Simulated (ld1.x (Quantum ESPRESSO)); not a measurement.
## u(r) = r·R(r): atom against pseudo-atom (Ag (Z = 47))

Columns: radius, all-electron u(r) and pseudo u(r) of the 4d shell (level -7.44 eV) of silver in the configuration [Kr] 4d10 5s1 5p0; PBE, scalar-relativistic, TM semilocal scheme, ld1.x (Quantum ESPRESSO) 7.5.

```json
{"r (bohr)": "0.088", "all-electron": "0.1731", "pseudo": "-0.0034"}
{"r (bohr)": "0.175", "all-electron": "0.4148", "pseudo": "-0.0260"}
{"r (bohr)": "0.262", "all-electron": "0.4219", "pseudo": "-0.0812"}
{"r (bohr)": "0.350", "all-electron": "0.2386", "pseudo": "-0.1750"}
{"r (bohr)": "0.438", "all-electron": "-0.0221", "pseudo": "-0.3009"}
{"r (bohr)": "0.525", "all-electron": "-0.2787", "pseudo": "-0.4421"}
{"r (bohr)": "0.612", "all-electron": "-0.4967", "pseudo": "-0.5819"}
{"r (bohr)": "0.700", "all-electron": "-0.6653", "pseudo": "-0.7050"}
{"r (bohr)": "0.788", "all-electron": "-0.7818", "pseudo": "-0.7987"}
{"r (bohr)": "0.875", "all-electron": "-0.8522", "pseudo": "-0.8590"}
{"r (bohr)": "0.962", "all-electron": "-0.8870", "pseudo": "-0.8895"}
{"r (bohr)": "1.050", "all-electron": "-0.8949", "pseudo": "-0.8957"}
{"r (bohr)": "1.138", "all-electron": "-0.8832", "pseudo": "-0.8833"}
{"r (bohr)": "1.225", "all-electron": "-0.8585", "pseudo": "-0.8585"}
{"r (bohr)": "1.312", "all-electron": "-0.8253", "pseudo": "-0.8253"}
{"r (bohr)": "1.400", "all-electron": "-0.7866", "pseudo": "-0.7866"}
{"r (bohr)": "1.487", "all-electron": "-0.7456", "pseudo": "-0.7456"}
{"r (bohr)": "1.575", "all-electron": "-0.7031", "pseudo": "-0.7031"}
{"r (bohr)": "1.662", "all-electron": "-0.6614", "pseudo": "-0.6614"}
{"r (bohr)": "1.750", "all-electron": "-0.6201", "pseudo": "-0.6201"}
{"r (bohr)": "1.838", "all-electron": "-0.5804", "pseudo": "-0.5804"}
{"r (bohr)": "1.925", "all-electron": "-0.5429", "pseudo": "-0.5429"}
{"r (bohr)": "2.012", "all-electron": "-0.5073", "pseudo": "-0.5073"}
{"r (bohr)": "2.100", "all-electron": "-0.4734", "pseudo": "-0.4734"}
{"r (bohr)": "2.188", "all-electron": "-0.4415", "pseudo": "-0.4415"}
{"r (bohr)": "2.275", "all-electron": "-0.4119", "pseudo": "-0.4119"}
```

(1) How many radial nodes do the two functions have?

(2) At about which radius was the pseudo-wave matched?

(3) Is the pseudo-wave norm-conserving?

## Answers

(1) The all-electron 4d function has n − l − 1 = 1; the pseudo-wave has 0, since the states of the same l below it are removed with the core.

(2) 1.30 bohr. The columns agree to 0.0005 from 1.14 bohr on; several derivatives are matched, so the curves merge somewhat inside the radius.

(3) Yes: the TM semilocal scheme keeps the norm inside the radius equal to the all-electron one, which fixes the energy derivative of the logarithmic derivative at the level.
